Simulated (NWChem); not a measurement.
The numbers come from NWChem runs, not from measurements. System: H₂Sn, charge 1, spin multiplicity 2, at the geometry of a parent with another charge or spin, in a state set for the comparison that need not be this species' ground state. Its SCF solution wasn't tested for a lower state. Level: UPBE/def2-TZVP with def2 effective core potentials on Sn.

The NWChem input:

```
start mol
memory heap 200 mb stack 900 mb global 1100 mb
charge 1
geometry units angstroms nocenter noautoz
  Sn     0.000000     0.000000     0.049164
  H      1.270034     0.000000    -1.229095
  H     -1.270034     0.000000    -1.229095
  symmetry group C2v
end
basis spherical
  * library def2-tzvp
end
ecp
  Sn library def2-ecp
end
dft
  xc xpbe96 cpbe96
  odft
  mult 2
  semidirect memsize 60000000 filesize 0
  iterations 100
end
task dft energy
```

NWChem printed:

```
             Northwest Computational Chemistry Package (NWChem) 7.3.0
             --------------------------------------------------------

                                NWChem Input Module
                                -------------------

 Scaling coordinates for geometry "geometry" by  1.889725989
 (inverse scale =  0.529177249)

 Turning off AUTOSYM since
 SYMMETRY directive was detected!

                             Geometry "geometry" -> ""
                             -------------------------

 Output coordinates in angstroms (scale by  1.889725989 to convert to a.u.)

  No.       Tag          Charge          X              Y              Z
 ---- ---------------- ---------- -------------- -------------- --------------
    1 Sn                  50.0000     0.00000000     0.00000000     0.04916400
    2 H                    1.0000     1.27003400     0.00000000    -1.22909500
    3 H                    1.0000    -1.27003400     0.00000000    -1.22909500

 Effective nuclear repulsion energy (a.u.)      29.5756670092

            Nuclear Dipole moment (a.u.)
            ----------------------------
        X                 Y               Z
 ---------------- ---------------- ----------------
     0.0000000000     0.0000000000     0.0000188973

      Symmetry information
      --------------------

 Group name             C2v
 Group number             16
 Group order               4
 No. of unique centers     2

      Symmetry unique atoms

     1    2


 Summary of "ao basis" -> "" (spherical)
 ------------------------------------------------------------------------------
       Tag                 Description            Shells   Functions and Types
 ---------------- ------------------------------  ------  ---------------------
 *                         def2-tzvp                  on all atoms

 Summary of "ao basis" -> "ao basis" (spherical)
 ------------------------------------------------------------------------------
       Tag                 Description            Shells   Functions and Types
 ---------------- ------------------------------  ------  ---------------------
 Sn                        def2-tzvp                16       50   6s5p3d2f
 H                         def2-tzvp                 4        6   3s1p

 Summary of "ao basis" -> "ao basis" (spherical)
 ------------------------------------------------------------------------------
       Tag                 Description            Shells   Functions and Types
 ---------------- ------------------------------  ------  ---------------------
 Sn                        def2-tzvp                16       50   6s5p3d2f
 H                         def2-tzvp                 4        6   3s1p

      Symmetry analysis of basis
      --------------------------

        a1         26
        a2          6
        b1         17
        b2         13

            General Information
            -------------------
          SCF calculation type: DFT
          Wavefunction type:  spin polarized.
          No. of atoms     :     3
          No. of electrons :    23
           Alpha electrons :    12
            Beta electrons :    11
          Charge           :     1
          Spin multiplicity:     2
          Use of symmetry is: on ; symmetry adaption is: on
          Maximum number of iterations: 100
          AO basis - number of functions:    62
                     number of shells:    24
          Convergence on energy requested:  1.00D-06
          Convergence on density requested:  1.00D-05
          Convergence on gradient requested:  5.00D-04

              XC Information
              --------------
          PerdewBurkeErnzerhof Exchange Functional  1.000
            Perdew 1991 LDA Correlation Functional  1.000 local
           PerdewBurkeErnz. Correlation Functional  1.000 non-local

             Grid Information
             ----------------
          Grid used for XC integration:  medium
          Radial quadrature: Mura-Knowles
          Angular quadrature: Lebedev.
          Tag              B.-S. Rad. Rad. Pts. Rad. Cut. Ang. Pts.
          ---              ---------- --------- --------- ---------
          Sn                  1.45      123           8.0       590
          H                   0.35       45           9.0       434
          Grid pruning is: on
          Number of quadrature shells:   168
          Spatial weights used:  Erf1

          Convergence Information
          -----------------------
          Convergence aids based upon iterative change in
          total energy or number of iterations.
          Levelshifting, if invoked, occurs when the
          HOMO/LUMO gap drops below (HL_TOL):  1.00D-02
          DIIS, if invoked, will attempt to extrapolate
          using up to (NFOCK): 10 stored Fock matrices.

                    Damping( 0%)  Levelshifting(0.5)       DIIS
                  --------------- ------------------- ---------------
          dE  on:    start            ASAP                start
          dE off:    2 iters        100 iters           100 iters

      Screening Tolerance Information
      -------------------------------
          Density screening/tol_rho:  1.00D-10
          AO Gaussian exp screening on grid/accAOfunc:  14
          CD Gaussian exp screening on grid/accCDfunc:  20
          XC Gaussian exp screening on grid/accXCfunc:  20
          Schwarz screening/accCoul:  1.00D-08

      Superposition of Atomic Density Guess
      -------------------------------------

 Sum of atomic energies:        -250.11172210

 Renormalizing density from      24.00 to     23

      Non-variational initial energy
[...]
                    ------------------------------------------

 Vector   10  Occ=1.000000D+00  E=-7.075618D-01  Symmetry=a1
              MO Center=  2.5D-17, -2.8D-17, -3.4D-01, r^2= 1.9D+00
   Bfn.  Coefficient  Atom+Function         Bfn.  Coefficient  Atom+Function
  ----- ------------  ---------------      ----- ------------  ---------------
     5      0.789302  1 Sn s                  2      0.570465  1 Sn s
     3     -0.469025  1 Sn s                  1     -0.360562  1 Sn s
     4     -0.302155  1 Sn s                  6      0.265950  1 Sn s
    52      0.127192  2 H  s                 58      0.127192  3 H  s
    51      0.078291  2 H  s                 57      0.078291  3 H  s

 Vector   11  Occ=1.000000D+00  E=-5.221618D-01  Symmetry=b1
              MO Center= -1.6D-14, -8.6D-17, -8.1D-01, r^2= 2.5D+00
   Bfn.  Coefficient  Atom+Function         Bfn.  Coefficient  Atom+Function
  ----- ------------  ---------------      ----- ------------  ---------------
    16     -0.273152  1 Sn px                10      0.266042  1 Sn px
    52     -0.264166  2 H  s                 58      0.264166  3 H  s
    13     -0.260272  1 Sn px                51     -0.145010  2 H  s
    57      0.145010  3 H  s                 53     -0.119766  2 H  s
    59      0.119766  3 H  s                 25      0.118435  1 Sn d  1

 Vector   12  Occ=1.000000D+00  E=-4.905501D-01  Symmetry=a1
              MO Center=  9.4D-15, -1.1D-15, -4.0D-02, r^2= 2.8D+00
   Bfn.  Coefficient  Atom+Function         Bfn.  Coefficient  Atom+Function
  ----- ------------  ---------------      ----- ------------  ---------------
     5      0.423516  1 Sn s                 18      0.365659  1 Sn pz
    12     -0.312034  1 Sn pz                15      0.310077  1 Sn pz
     2      0.265023  1 Sn s                  6      0.227173  1 Sn s
     3     -0.219267  1 Sn s                 52     -0.195792  2 H  s
    58     -0.195792  3 H  s                  1     -0.167305  1 Sn s

 Vector   13  Occ=0.000000D+00  E=-3.845326D-01  Symmetry=b2
              MO Center= -2.0D-15,  2.4D-16,  4.7D-02, r^2= 2.7D+00
   Bfn.  Coefficient  Atom+Function         Bfn.  Coefficient  Atom+Function
  ----- ------------  ---------------      ----- ------------  ---------------
    17      0.598826  1 Sn py                14      0.416299  1 Sn py
    11     -0.410284  1 Sn py                20      0.151491  1 Sn py
     8     -0.057453  1 Sn py

 Vector   14  Occ=0.000000D+00  E=-2.564080D-01  Symmetry=b1
              MO Center=  1.6D-14, -1.5D-16,  5.2D-02, r^2= 3.8D+00
   Bfn.  Coefficient  Atom+Function         Bfn.  Coefficient  Atom+Function
  ----- ------------  ---------------      ----- ------------  ---------------
    16      0.682585  1 Sn px                53     -0.455221  2 H  s
    59      0.455221  3 H  s                 19      0.322225  1 Sn px
    10     -0.295051  1 Sn px                13      0.281392  1 Sn px
    52     -0.212848  2 H  s                 58      0.212848  3 H  s
    25      0.167291  1 Sn d  1              35     -0.163304  1 Sn d  1

 Vector   15  Occ=0.000000D+00  E=-2.182396D-01  Symmetry=a1
              MO Center=  3.4D-14,  7.8D-16, -3.1D-01, r^2= 4.3D+00
   Bfn.  Coefficient  Atom+Function         Bfn.  Coefficient  Atom+Function
  ----- ------------  ---------------      ----- ------------  ---------------
    53      0.752533  2 H  s                 59      0.752533  3 H  s
    18      0.732412  1 Sn pz                 5     -0.591632  1 Sn s
     6     -0.576366  1 Sn s                 21      0.400700  1 Sn pz
     2     -0.287412  1 Sn s                 12     -0.242576  1 Sn pz
     3      0.241095  1 Sn s                 15      0.213759  1 Sn pz

                     DFT Final Beta Molecular Orbital Analysis
                     -----------------------------------------

 Vector    9  Occ=1.000000D+00  E=-1.217019D+00  Symmetry=a1
              MO Center=  2.2D-16, -1.5D-16,  4.7D-02, r^2= 4.0D-01
   Bfn.  Coefficient  Atom+Function         Bfn.  Coefficient  Atom+Function
  ----- ------------  ---------------      ----- ------------  ---------------
    24      0.750603  1 Sn d  0              26     -0.491532  1 Sn d  2
    29      0.144528  1 Sn d  0              31     -0.095586  1 Sn d  2

 Vector   10  Occ=1.000000D+00  E=-6.890195D-01  Symmetry=a1
              MO Center=  1.1D-16,  5.4D-17, -3.6D-01, r^2= 1.8D+00
   Bfn.  Coefficient  Atom+Function         Bfn.  Coefficient  Atom+Function
  ----- ------------  ---------------      ----- ------------  ---------------
     5      0.793665  1 Sn s                  2      0.577071  1 Sn s
     3     -0.477766  1 Sn s                  1     -0.364779  1 Sn s
     4     -0.297477  1 Sn s                  6      0.265516  1 Sn s
    52      0.115019  2 H  s                 58      0.115019  3 H  s
    51      0.074635  2 H  s                 57      0.074635  3 H  s

 Vector   11  Occ=1.000000D+00  E=-4.989940D-01  Symmetry=b1
              MO Center= -9.1D-17, -2.9D-18, -7.6D-01, r^2= 2.6D+00
   Bfn.  Coefficient  Atom+Function         Bfn.  Coefficient  Atom+Function
  ----- ------------  ---------------      ----- ------------  ---------------
    16      0.308576  1 Sn px                10     -0.279187  1 Sn px
    13      0.271977  1 Sn px                52      0.237126  2 H  s
    58     -0.237126  3 H  s                 51      0.136298  2 H  s
    57     -0.136298  3 H  s                 25     -0.120778  1 Sn d  1
    53      0.111940  2 H  s                 59     -0.111940  3 H  s

 Vector   12  Occ=0.000000D+00  E=-4.482271D-01  Symmetry=a1
              MO Center=  3.3D-16,  1.3D-16, -6.5D-02, r^2= 2.9D+00
   Bfn.  Coefficient  Atom+Function         Bfn.  Coefficient  Atom+Function
  ----- ------------  ---------------      ----- ------------  ---------------
     5      0.431847  1 Sn s                 18      0.338445  1 Sn pz
    12     -0.302854  1 Sn pz                15      0.303137  1 Sn pz
     2      0.284274  1 Sn s                  6      0.254877  1 Sn s
     3     -0.241441  1 Sn s                 52     -0.191193  2 H  s
    58     -0.191193  3 H  s                  1     -0.179562  1 Sn s

 Vector   13  Occ=0.000000D+00  E=-3.718224D-01  Symmetry=b2
              MO Center=  7.6D-17, -4.2D-15, -7.8D-03, r^2= 2.7D+00
   Bfn.  Coefficient  Atom+Function         Bfn.  Coefficient  Atom+Function
  ----- ------------  ---------------      ----- ------------  ---------------
    17      0.594450  1 Sn py                14      0.414521  1 Sn py
    11     -0.408385  1 Sn py                20      0.158260  1 Sn py
     8     -0.057158  1 Sn py                33     -0.034557  1 Sn d -1

 Vector   14  Occ=0.000000D+00  E=-2.325825D-01  Symmetry=b1
              MO Center= -6.1D-15,  1.8D-15, -3.3D-02, r^2= 4.0D+00
   Bfn.  Coefficient  Atom+Function         Bfn.  Coefficient  Atom+Function
  ----- ------------  ---------------      ----- ------------  ---------------
    16      0.688118  1 Sn px                53     -0.520552  2 H  s
    59      0.520552  3 H  s                 19      0.367032  1 Sn px
    10     -0.281101  1 Sn px                13      0.262193  1 Sn px
    52     -0.217733  2 H  s                 58      0.217733  3 H  s
    25      0.157508  1 Sn d  1              35     -0.124344  1 Sn d  1

   alpha - beta orbital overlaps
   -----------------------------

   alpha      1      2      3      4      5      6      7      8      9     10
    beta      1      2      3      4      5      6      7      8      9     10
 overlap   1.000  1.000  1.000  1.000  0.993  1.000  1.000  1.000  0.993  0.999

   alpha     11     12     13     14     15     16     17     18     19     20
    beta     11     12     13     14     15     17     18     16     21     22
 overlap   0.999  0.999  0.999  0.999  0.995  0.928  0.904  1.000  0.752  0.888

   alpha     21     22     23     24     25     26     27     28     29     30
    beta     19     20     23     24     25     26     27     30     29     28
 overlap   1.000  0.753  0.998  0.996  0.997  0.999  0.999  0.959  0.927  0.996

   alpha     31     32     33     34     35     36     37     38     39     40
    beta     33     31     34     32     35     36     38     39     37     40
 overlap   0.958  0.997  0.684  0.754  0.999  0.999  0.999  0.945  1.000  0.946

   alpha     41     42     43     44     45     46     47     48     49     50
    beta     41     42     43     44     45     46     47     48     49     50
 overlap   0.999  1.000  1.000  1.000  1.000  1.000  0.999  0.994  1.000  1.000

   alpha     51     52     53     54     55     56     57     58     59     60
    beta     51     52     53     54     55     56     57     58     59     60
 overlap   0.994  1.000  0.999  1.000  0.999  1.000  1.000  1.000  1.000  1.000

   alpha     61     62
    beta     61     62
 overlap   1.000  1.000

     --------------------------
     Expectation value of S2:
     --------------------------
      <S2> =      0.7538 (Exact =     0.7500)

 center of mass
 --------------
 x =   0.00000000 y =   0.00000000 z =   0.05230421

 moments of inertia (a.u.)
 ------------------
          11.563480264093           0.000000000000           0.000000000000
           0.000000000000          23.173781545120           0.000000000000
           0.000000000000           0.000000000000          11.610301281027

     Multipole analysis of the density
     ---------------------------------

     L   x y z        total         alpha         beta         nuclear
     -   - - -        -----         -----         ----         -------
     0   0 0 0      1.000000    -12.000000    -11.000000     24.000000

     1   1 0 0      0.000000      0.000000      0.000000      0.000000
     1   0 1 0     -0.000000     -0.000000     -0.000000      0.000000
     1   0 0 1      0.115060      1.409522      1.306901     -2.601363

     2   2 0 0    -16.263448    -15.471883    -12.311721     11.520156
     2   1 1 0      0.000000      0.000000      0.000000      0.000000
     2   1 0 1     -0.000000     -0.000000      0.000000      0.000000
     2   0 2 0    -14.159983     -7.788457     -6.371526      0.000000
     2   0 1 1      0.000000      0.000000      0.000000      0.000000
     2   0 0 2    -15.277859    -16.041380    -10.215806     10.979327

 Task  times  cpu:        1.3s     wall:        1.3s

 Total times  cpu:        1.3s     wall:        1.3s
```
